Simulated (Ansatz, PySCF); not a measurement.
C2H2Cl, SMILES [CH]=CCl, multiplicity 2. Atoms are numbered in the order given.

```xyz
5

C      0.2323    -1.7215     0.0000
C     -0.5179    -0.6639     0.0000
Cl     0.1326     0.9574     0.0000
H      1.2648    -2.0258     0.0000
H     -1.6011    -0.6788     0.0000
```
Charge 0, spin multiplicity 2.

Geometry optimised at PBE0-D3(BJ)/def2-TZVP. The isomer is the one that the SMILES or the coordinates give; other isomers of the formula were not compared.

Two levels are set side by side: PBE-D3(BJ)/def2-TZVP (Ansatz, an electronic-structure program) and PBE0-D3(BJ)/def2-TZVP (Ansatz). Each level has its own optimised geometry; the coordinates shown are those of the second. Frequencies come from the Hessian of PySCF at each geometry. Differences are taken from unrounded values.

| quantity | PBE0-D3(BJ) |
|---|---|
| mean bond length (Å) | 1.301 |
| bond C1–C2 (Å) | 1.297 |
| bond C2–Cl3 (Å) | 1.747 |
| bond C1–H4 (Å) | 1.076 |
| bond C2–H5 (Å) | 1.083 |
| highest harmonic wavenumber (cm⁻¹) | 3312 |
| mean harmonic wavenumber (cm⁻¹) | 1419 |
| zero-point energy (kcal/mol) | 18.25 |

What does PBE-D3(BJ) give, and how far is it from PBE0-D3(BJ)? (The exact figures need the calculation; the answer reports its results.)


```tsv
quantity	PBE-D3(BJ)	PBE-D3(BJ) minus PBE0-D3(BJ)
mean bond length (Å)	1.312	0.011
bond C1–C2 (Å)	1.302	0.006
bond C2–Cl3 (Å)	1.771	0.024
bond C1–H4 (Å)	1.083	0.006
bond C2–H5 (Å)	1.091	0.007
highest harmonic wavenumber (cm⁻¹)	3236	-76
mean harmonic wavenumber (cm⁻¹)	1362	-57
zero-point energy (kcal/mol)	17.52	-0.73
```

Exact exchange shortens and stiffens bonds; PBE has none. Differences between two approximate levels are no errors against the true value.
